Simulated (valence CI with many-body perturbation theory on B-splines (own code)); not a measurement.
## Eu24+: magnetic and hyperfine properties of the levels

Computed by configuration interaction combined with many-body perturbation theory (CI+MBPT): three valence electrons over a frozen Dirac-Fock core [Kr], radial functions for each j: 9 s, 9 p, 10 d, 8 f, 5 g, 3 h, 1 i, with the one-electron correlation potential Σ1 (screened to all orders), the two-electron term Σ2, the three-electron term Σ3, Breit, model QED; selected single and double excitations, second order for the rest (own B-spline code, finite nucleus).

No measured levels were compared; by estimate terms of the open shell hold to 2 to 4 % of their energy, and close levels can change places. Only levels of the ground parity were solved; by the run's estimate the other parity begins above the list, which can be wrong where configurations are misplaced.

A/g_I is the dipole constant over the nuclear g factor μ/I (μ in nuclear magnetons, uniformly magnetised nucleus), B/Q the quadrupole constant per barn. Both hold the static response of the core; the bare values leave it out. Large factors of s and p1/2 electrons are usually good to 5 to 10 %; those of open d and f shells near neutrality can be off by tens of per cent, and small factors of p3/2, d and f electrons come from cancelling terms and can be off by a factor of two or in sign, in half-filled shells by more. B is blank for J = 1/2, where it vanishes, and for nearly pure S terms. Energies count from the lowest level.

Levels are named by their leading jj configuration (3d3/2^4 stands for four electrons in 3d with j = 3/2), which in mixed levels can hold well under half, so a name can repeat and another be missing. Letters in brackets count levels of one name in rising energy.

| Level | E (eV) | g | A/g_I (MHz) | A/g_I bare | B/Q (MHz/b) | B/Q bare |
| --- | --- | --- | --- | --- | --- | --- |
| (4d3/2^3) J=3/2 | 0.000 | 0.590 | 12900 | 12200 | -6010 | -5750 |
| (4d3/2^2 4d5/2) J=5/2 [a] | 4.980 | 1.044 | 7050 | 6950 | -3540 | -3390 |
| (4d3/2^2 4d5/2) J=3/2 | 7.232 | 1.290 | 5340 | 5590 | -3030 | -2890 |
| (4d3/2^2 4d5/2) J=7/2 | 7.401 | 1.113 | 6970 | 6960 | 262 | 232 |
| (4d3/2^2 4d5/2) J=9/2 | 8.119 | 1.100 | 7540 | 7510 | 6290 | 5970 |
| (4d3/2^2 4d5/2) J=1/2 | 8.443 | 1.976 | -6760 | -5410 |  |  |
| (4d3/2^2 4d5/2) J=5/2 [b] | 12.866 | 1.471 | 2480 | 3020 | 8540 | 8130 |
| (4d3/2 4d5/2^2) J=7/2 [a] | 13.024 | 1.034 | 6550 | 6440 | 1680 | 1610 |
| (4d3/2 4d5/2^2) J=9/2 | 13.816 | 1.130 | 6020 | 6040 | 3900 | 3700 |
| (4d3/2 4d5/2^2) J=3/2 [a] | 15.297 | 1.158 | 6450 | 6510 | -7710 | -7360 |
| (4d3/2 4d5/2^2) J=1/2 | 16.034 | 1.356 | -1830 | -1390 |  |  |
| (4d3/2 4d5/2^2) J=11/2 | 16.718 | 1.089 | 6750 | 6710 | 16500 | 15800 |
| (4d3/2 4d5/2^2) J=5/2 [a] | 17.632 | 1.155 | 4310 | 4390 | 8390 | 8010 |
| (4d3/2 4d5/2^2) J=5/2 [b] | 18.531 | 1.049 | 6610 | 6520 | 238 | 226 |
| (4d3/2 4d5/2^2) J=7/2 [b] | 19.409 | 1.116 | 6780 | 6780 | 3730 | 3580 |
| (4d5/2^3) J=9/2 | 21.396 | 1.117 | 5140 | 5160 | 3210 | 3070 |
| (4d5/2^3) J=3/2 | 22.383 | 1.152 | 7040 | 7080 | 3690 | 3520 |
| (4d3/2 4d5/2^2) J=3/2 [b] | 27.104 | 0.864 | 9420 | 9040 | 7350 | 7010 |
| (4d5/2^3) J=5/2 | 28.929 | 1.157 | 5020 | 5100 | 3400 | 3250 |

(1) Take the isotope of mass number 151, with I = 5/2, μ = 3.4635 μN and Q = 0.903 b. What is the hyperfine structure of (4d3/2^3) J=3/2?

Answers

(1) From the table A = 17900 MHz, B = -5430 MHz. Shifts from the centre of gravity in MHz: F = 1: -97800, F = 2: -57600, F = 3: -1490, F = 4: 65800.
